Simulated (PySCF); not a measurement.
Cl2OTi, SMILES [O]=[Ti]([Cl])[Cl] (connectivity only; charge and spin as stated), charge +1, multiplicity 2.

Geometry: PBE-D3(BJ)/def2-SVP. The multiplicity is an assumed one; other spin states were not compared. The isomer is the one that the SMILES or the coordinates give; other isomers of the formula were not compared.

Level of theory: PBE-D3(BJ)/def2-SVP (PySCF).

Frequencies are harmonic and unscaled.

### Question
Give all harmonic wavenumbers and intensities. (Estimate from the structure and the level; the computed values follow.)

### Answer

```json
[
 {"mode": "1", "ν (cm⁻¹)": "143", "IR (km/mol)": "5.9", "moving atoms (share of kinetic energy)": "Cl 83 %, Ti 14 %"},
 {"mode": "2", "ν (cm⁻¹)": "156", "IR (km/mol)": "7.9", "moving atoms (share of kinetic energy)": "O 60 %, Cl 35 %"},
 {"mode": "3", "ν (cm⁻¹)": "192", "IR (km/mol)": "15.9", "moving atoms (share of kinetic energy)": "O 59 %, Ti 24 %, Cl 17 %"},
 {"mode": "4", "ν (cm⁻¹)": "314", "IR (km/mol)": "2.2", "moving atoms (share of kinetic energy)": "Cl 53 %, Ti 44 %"},
 {"mode": "5", "ν (cm⁻¹)": "402", "IR (km/mol)": "51.6", "moving atoms (share of kinetic energy)": "Cl 56 %, Ti 43 %"},
 {"mode": "6", "ν (cm⁻¹)": "1120", "IR (km/mol)": "116.3", "moving atoms (share of kinetic energy)": "O 75 %, Ti 25 %"}
]
```
